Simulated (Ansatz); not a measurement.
The first iterations of a band of CH2AsN (5 atoms, charge 0, multiplicity 1).

Theory: UKS B3LYP-D4/def2-SVP in Ansatz 0.2.0.

```json
{
 "movable images": "5",
 "climbing image": "yes",
 "spring": "5.0 eV/Å²",
 "optimiser": "quadratic models (default)",
 "start path": "through a guess of the saddle point",
 "force threshold": "0.05 eV/Å",
 "iteration limit": "60",
 "end points": "relaxed"
}
```

Image 0:

```xyz
5
Properties=species:S:1:pos:R:3
C -0.031 -0.713 0.265
N -1.115 -0.127 0.387
As 0.008 0.616 -1.161
H 0.472 -1.543 0.782
H 0.716 1.694 -0.314
```

Image 6:

```xyz
5
Properties=species:S:1:pos:R:3
C 0.441 -1.056 -0.576
N -0.229 -0.602 0.390
As -0.466 0.879 -0.850
H -0.464 -0.935 1.329
H 0.768 1.641 -0.333
```

| iteration | highest image above the first end (eV) | largest band force component (eV/Å) |
| --- | --- | --- |
| 1 | 4.155 | 3.992 |
| 2 | 3.489 | 2.391 |

Problem. Does the band converge within its limit, and where does its top end?

Solution. The run converged. It ended after 8 iterations with the highest image 2.804 eV above the first end. Neighbouring images differ by up to 1.3 eV, so the band resolves the path poorly. A vibrational analysis at the climbing image gives one clearly imaginary mode, 1473i cm⁻¹: a first-order saddle point. The orbitals stay closed-shell, which can raise the energy where a bond breaks towards radicals; this wasn't checked here.

Time of the run: 66 s on 2 threads of Arm Neoverse V2 (shared host), peak memory 0.18 GiB.
